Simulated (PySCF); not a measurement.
A thermochemical cycle for SiSe

PBE in PySCF with def2-TZVPPD on every atom, for the lowest determinant that a PBE0 search found; no spin–orbit coupling. SiSe, a singlet (closed shell), has De = 5.82 eV to neutral atoms, and SiSe⁺, a doublet (π ↑), has De = 4.14 eV to Si⁺ + Se.

At the same level the Si atom ionises at 8.20 eV.

Q: What is the adiabatic ionisation energy of the molecule, and does ionisation strengthen or weaken the bond?

A: IE = IE(Si) + De(neutral) − De(ion) = 8.20 + 5.82 − 4.14 = 9.88 eV. De changes by -1.68 eV, so ionisation weakens the bond.

Spin–orbit coupling is left out. For an ion De counts to the pair picked by the measured ionisation energies or electron affinities, which need not be the lowest pair at this level. States were picked by a PBE0 search and need not be the measured ground states.
